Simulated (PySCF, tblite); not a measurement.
Compound: C6H8O.
Atom-mapped SMILES: `[OH:1][C@@:2]12[C@H:3]3[CH2:4][C@@H:5]1[C@@H:6]2[CH2:7]3` (hydrogens: H8 on O1; H9 on C3; H10, H11 on C4; H12 on C5; H13 on C6; H14, H15 on C7)

Structure used (GFN2-xTB), in Å, numbered top down from 1:
```
atom  x, y, z in Å
O1     0.989   -2.097    0.325
C2     0.439   -0.853    0.207
C3    -0.581   -0.218   -0.802
C4    -1.438    0.210    0.400
C5    -0.175    0.056    1.225
C6     0.984    0.542    0.351
C7     0.382    0.966   -0.976
H8     1.674   -2.220   -0.343
H9    -1.030   -0.705   -1.661
H10   -2.186   -0.533    0.668
H11   -1.895    1.198    0.347
H12   -0.097    0.008    2.297
H13    1.919    0.865    0.777
H14    1.079    0.832   -1.802
H15   -0.069    1.957   -1.035
```

Theory: PBE0/def2-SVPD in PySCF (dipole) on a GFN2-xTB geometry, gas phase.

Masses are those of the commonest isotopes; rigid-rotor values at the optimised geometry. The values belong to one conformer with, in the numbering `[OH:1][C@@:2]12[C@H:3]3[CH2:4][C@@H:5]1[C@@H:6]2[CH2:7]3`, H–O1–C2–C3 76°.

Problem. What are A, B and C (GHz)?

Solution. Ia = 111.12, Ib = 168.50, Ic = 188.06 u·Å²; 505379 MHz·u·Å²/I gives 4548, 2999 and 2687 MHz, that is A = 4.5481, B = 2.9994, C = 2.6873 GHz.

Problem. Classify the top.

Solution. An asymmetric top: κ = (2 × 2999 − 4548 − 2687)/(4548 − 2687) = -0.66.

Problem. What does the inertial defect say?

Solution. Not planar: Δ = Ic − Ia − Ib = -91.55 u·Å². For a rigid frame Δ = −2 Σ m c², so Σ m c² = 45.78 u·Å² lies off the ab plane: 11.82 from hydrogen and 33.95 from heavier atoms. The atom farthest from that plane is 2.07 Å away.

Problem. Give the other two planar moments, Paa and Pbb, and the rms extents of the mass along the axes.

Solution. Paa = Σ m a² = (Ib + Ic − Ia)/2 = 122.72 and Pbb = Σ m b² = (Ia + Ic − Ib)/2 = 65.34 u·Å². With the mass M = 96.06 u, the rms extents √(P/M) along a, b and c are 1.13, 0.82, 0.69 Å.

Problem. List the rotational levels J(Ka,Kc) to J = 3 (MHz).

Solution. Above 0(0,0):
J = 1: 1(0,1) 5687, 1(1,1) 7235, 1(1,0) 7547
J = 2: 2(0,2) 17017, 2(1,2) 18297, 2(1,1) 19233, 2(2,1) 23879, 2(2,0) 23922
J = 3: 3(0,3) 33912, 3(1,3) 34864, 3(1,2) 36732, 3(2,2) 40939, 3(2,1) 41147, 3(3,1) 49488, 3(3,0) 49492
The levels of one J sum to (2J + 1)J(J + 1)(A + B + C)/3.

Problem. Predict some low-J microwave lines.

Solution. The dipole components are |μa| = 0.38 D, |μb| = 1.28 D, |μc| = 0.28 D. Intensities carry the squares of the components, which stand as 0.09 : 1.00 : 0.05 (a : b : c). Some lines, for components of 0.1 D or more:

```
type  branch         J(Ka,Kc)    MHz  lower level (cm⁻¹)
   c       Q  4(1,4) ← 4(0,4)    637               1.877
   a       Q  2(1,1) ← 2(1,2)    936               0.610
   b       Q  2(1,1) ← 2(0,2)   2215               0.568
   b       Q  3(1,2) ← 3(0,3)   2820               1.131
   c       Q  4(2,3) ← 4(1,3)   3646               2.002
   b       Q  2(2,0) ← 2(1,1)   4689               0.642
   a       R  1(0,1) ← 0(0,0)   5687               0.000
   c       Q  3(3,1) ← 3(2,1)   8341               1.373
   b       Q  3(3,1) ← 3(2,2)   8549               1.366
   b       Q  4(3,2) ← 4(2,3)   8657               2.123
   b       R  3(1,2) ← 2(2,1)  12853               0.797
   c       R  2(1,1) ← 1(0,1)  13546               0.190
   b       R  4(2,2) ← 3(3,1)  14757               1.651
   b       R  3(0,3) ← 2(1,2)  15615               0.610
   c       R  2(2,0) ← 1(1,0)  16374               0.252
   b       R  2(2,0) ← 1(1,1)  16686               0.241
   a       R  3(0,3) ← 2(0,2)  16895               0.568
   a       R  3(1,2) ← 2(1,1)  17499               0.642
   b       R  3(1,3) ← 2(0,2)  17846               0.568
   b       R  4(1,3) ← 3(2,2)  19067               1.366
   b       R  4(0,4) ← 3(1,3)  21410               1.163
   b       R  3(2,2) ← 2(1,1)  21706               0.642
   a       R  4(1,4) ← 3(1,3)  22047               1.163
   c       R  3(2,2) ← 2(1,2)  22642               0.610
   c       R  3(3,1) ← 2(2,1)  25609               0.797
   b       R  3(3,0) ← 2(2,1)  25613               0.797
   c       R  4(2,3) ← 3(1,3)  28789               1.163
   b       R  4(4,1) ← 3(3,0)  34685               1.651
```

Its GFN2-xTB frequencies are all real (lowest 239 cm⁻¹). No vibrational averaging or centrifugal distortion is included, and the geometry carries the error of its method.
